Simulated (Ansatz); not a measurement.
Relaxation of CHN₂Si (5 atoms, charge 0, multiplicity 2), to a largest force component of 0.02 eV/Å in at most 50 steps.

These are results of UKS B3LYP-D4/def2-SVP in Ansatz 0.2.0, not measurements.

```xyz
5
Properties=species:S:1:pos:R:3
C -0.643 1.273 -0.713
N -0.354 0.129 -0.412
Si 0.361 -1.183 0.379
N 0.981 -2.445 1.047
H -1.037 0.137 -1.195
```

Question: Where does it end, and by what steps?

Answer: The forces met the threshold. After 27 steps the energy has fallen by 3.756 eV; Si3 moved furthest, 1.92 Å. Parted: N2–Si3 (1.69 → 4.39 Å).

| step | energy less start (eV) | largest force component (eV/Å) | accepted |
| --- | --- | --- | --- |
| 0 | 0.0000 | 6.452 | yes |
| 1 | -0.4522 | 2.213 | yes |
| 2 | -0.7552 | 2.395 | yes |
| 3 | -1.2085 | 5.101 | yes |
| 4 | -1.8451 | 3.241 | yes |
| 5 | -2.6350 | 2.262 | yes |
| 6 | -2.8795 | 2.155 | yes |
| 7 | -3.2123 | 1.802 | yes |
| 8 | -3.4291 | 1.025 | yes |
| 9 | -3.4770 | 0.363 | yes |
| 10 | -3.4657 | 2.114 | no |
| 11 | -3.4899 | 0.548 | yes |
| 12 | -3.4947 | 0.289 | yes |
| 13 | -3.5027 | 0.564 | yes |
| 14 | -3.5282 | 0.135 | yes |
| 15 | -3.5556 | 1.258 | yes |
| 16 | -3.6042 | 1.266 | yes |
| 17 | -3.6583 | 0.982 | yes |
| 18 | -3.6908 | 1.998 | yes |
| 19 | -3.7189 | 0.621 | yes |
| 20 | -3.7318 | 1.521 | yes |
| 21 | -3.7464 | 0.366 | yes |
| 22 | -3.7494 | 0.129 | yes |
| 23 | -3.7520 | 0.151 | yes |
| 24 | -3.7537 | 0.291 | yes |
| 25 | -3.7546 | 0.094 | yes |
| 26 | -3.7560 | 0.064 | yes |
| 27 | -3.7565 | 0.011 | yes |

```xyz
5
Properties=species:S:1:pos:R:3
C -1.293 1.509 -1.454
N -0.800 0.594 -0.913
Si 1.351 -2.395 1.483
N 0.410 -1.591 0.418
H -0.360 -0.206 -0.429
```

Whether the end is a true minimum wasn't checked by a vibrational analysis.

Run time: 80 s on 2 threads of Arm Neoverse V1, with other jobs on the host, peak memory 0.16 GiB.
